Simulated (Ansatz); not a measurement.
Geometry optimisation, Ansatz 0.2.0, RKS PBE/def2-SVP.

Input file:

```yaml
crystal:
  periodic: [false, false, false]
  atoms:
    - { symbol: Ge, position_ang: [0.060119, -0.100804, 0.178451] }
    - { symbol: H, position_ang: [0.155963, -0.204666, 1.722858] }
    - { symbol: Ge, position_ang: [2.45094, 0.056373, 0.184367] }
    - { symbol: H, position_ang: [2.921674, -1.29124, 0.802682] }
    - { symbol: H, position_ang: [3.226344, 0.285684, -1.141253] }
    - { symbol: H, position_ang: [2.811352, 1.19222, 1.179327] }
    - { symbol: O, position_ang: [-0.659583, 1.483166, -0.340332] }
    - { symbol: H, position_ang: [-1.606815, 1.511546, -0.107937] }
    - { symbol: Ge, position_ang: [-1.068524, -2.031569, -0.829719] }
    - { symbol: H, position_ang: [-1.91067, -2.792867, 0.229445] }
    - { symbol: H, position_ang: [-2.012862, -1.538447, -1.957807] }
    - { symbol: H, position_ang: [-0.033237, -3.012596, -1.439781] }
basis:
  gaussian: { orbitals: def2-SVP }
hamiltonian:
  xc: pbe
relax:
  f_tol: 0.03
  max_steps: 50
```

Command:

```bash
$ ansatz run input.yaml --threads 4 --pin off --max-ram 5120MiB --backend cpu --events-out ev --progress --plain --runs-dir out
```

Where does it end, and by what steps?

It converged. After 5 steps the energy has fallen by 0.218 eV; H2 moved furthest, 0.60 Å.

```tsv
step	energy less start (eV)	largest force component (eV/Å)	accepted
0	0.0000	0.629	yes
1	-0.1183	0.225	yes
2	-0.1834	0.184	yes
3	-0.2127	0.136	yes
4	-0.2150	0.279	yes
5	-0.2181	0.014	yes
```

```xyz
12
Properties=species:S:1:pos:R:3
Ge 0.021 -0.108 0.424
H -0.407 -0.177 1.930
Ge 2.448 0.006 0.212
H 3.076 -1.302 0.763
H 2.841 0.149 -1.280
H 3.016 1.209 1.008
O -0.536 1.471 -0.286
H -1.509 1.539 -0.247
Ge -0.984 -1.997 -0.799
H -1.837 -2.898 0.137
H -1.904 -1.452 -1.925
H 0.110 -2.881 -1.457
```

Whether the end is a true minimum wasn't checked by a vibrational analysis.

Time of the run: 13 s on 4 threads of Arm Neoverse V1 (shared host), peak memory 0.24 GiB.
